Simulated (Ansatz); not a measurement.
Reactions of B₂GeH₆, SMILES `B[BH][GeH3]`.

Computed with Ansatz on PBE0-D4/def2-TZVP structures; ΔE is electronic, products minus reactants. CCSD(T)/CBS adds triple-zeta CCSD(T) − MP2 to the extrapolated MP2 energy (def2 sets, frozen cores). This one scheme is used for every species. DFT in def2-TZVPP. For Br, Ge outer-core shells are correlated without core-valence functions, which leaves a few kJ/mol of doubt a bond. Scalar relativity is left out up to krypton. Each species was taken in one conformer, which may not be the lowest.

```tsv
reaction	ωB97X-V (kJ/mol)
`B[BH][GeH3]` + `C=C[SiH2]S` → `BBC=C` + `S[SiH2][GeH3]`	-25
`B[BH][GeH3]` + CH₄ → `BBC` + GeH₄	7
`B[BH][GeH3]` + `OC([SiH3])Br` → `O[BH][GeH3]` + `BC([SiH3])Br`	-228
`B[BH][GeH3]` + `CCN[SiH2]Cl` → `CC[N]([GeH3])[SiH2]Cl` + `BB`	-2
`B[BH][GeH3]` + `[SiH3][SiH2][SiH2][GeH3]` → `[SiH3][SiH2][BH][GeH3]` + `B[SiH2][GeH3]`	47
`B[BH][GeH3]` + HBr → `BBBr` + GeH₄	-80
`B[BH][GeH3]` + `[SiH3]N[SiH3]` → `[SiH3][N]([SiH3])[GeH3]` + `BB`	-7
```

(1) Give the CCSD(T)/CBS values in the same order. (Estimate.)

Largest T1 diagnostic: 0.014, for `[SiH3][SiH2][BH][GeH3]`.

Answers

(1) Ansatz gave: -23, 13, -237, -2, 42, -80, -6 kJ/mol.
